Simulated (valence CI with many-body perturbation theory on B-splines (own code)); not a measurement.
# W61+: fill in the table

Method: configuration interaction combined with many-body perturbation theory (CI+MBPT): three valence electrons over a frozen Dirac-Fock core [Ne], a basis of 11 s, 11 p, 10 d, 8 f, 5 g, 2 h functions for each j, with the one-electron correlation potential Σ1, the two-electron term Σ2, the three-electron term Σ3, Breit, model QED; selected CI, second order for the rest, scaled by the run's own slope (own B-spline code, finite nucleus).

No measured spectrum was set against this ion. As an estimate, large intervals hold to a few tenths of a per cent, small ones and those within an open d or f shell to about a per cent.

| Level | E (eV) |
| --- | --- |
| (3s^2 3p1/2) J=1/2 | 0.00 |
| (3s 3p1/2^2) J=1/2 | ? |
| (3s^2 3p3/2) J=3/2 | 363.54 |
| (3s 3p1/2 3p3/2) J=3/2 [a] | 500.68 |
| (3s 3p1/2 3p3/2) J=5/2 | ? |
| (3s 3p1/2 3p3/2) J=3/2 [b] | 539.93 |
| (3s 3p1/2 3p3/2) J=1/2 | 550.02 |
| (3s^2 3d3/2) J=3/2 | ? |
| (3s^2 3d5/2) J=5/2 | 670.70 |
| (3p1/2^2 3p3/2) J=3/2 | 703.98 |
| (3s 3p1/2 3d3/2) J=3/2 [a] | 717.33 |
| (3s 3p1/2 3d3/2) J=5/2 | ? |
| (3s 3p1/2 3d3/2) J=1/2 | 756.04 |
| (3s 3p1/2 3d3/2) J=3/2 [b] | ? |
| (3s 3p1/2 3d5/2) J=5/2 [a] | ? |
| (3s 3p1/2 3d5/2) J=7/2 | 825.95 |
| (3s 3p1/2 3d5/2) J=5/2 [b] | 836.23 |
| (3s 3p1/2 3d5/2) J=3/2 | 841.10 |
| (3s 3p3/2^2) J=5/2 | 876.32 |
| (3s 3p3/2^2) J=1/2 | 913.65 |

Levels are named by their leading jj configuration (3d3/2^4 stands for four electrons in 3d with j = 3/2), which in mixed levels can hold well under half, so a name can repeat and another be missing. Letters in brackets count levels of one name in rising energy.

Q: The levels stand in rising order. What does the calculation give for the missing energies?

A: (3s 3p1/2^2) J=1/2 167.48; (3s 3p1/2 3p3/2) J=5/2 518.86; (3s^2 3d3/2) J=3/2 597.41; (3s 3p1/2 3d3/2) J=5/2 729.53; (3s 3p1/2 3d3/2) J=3/2 [b] 762.74; (3s 3p1/2 3d5/2) J=5/2 [a] 811.77.
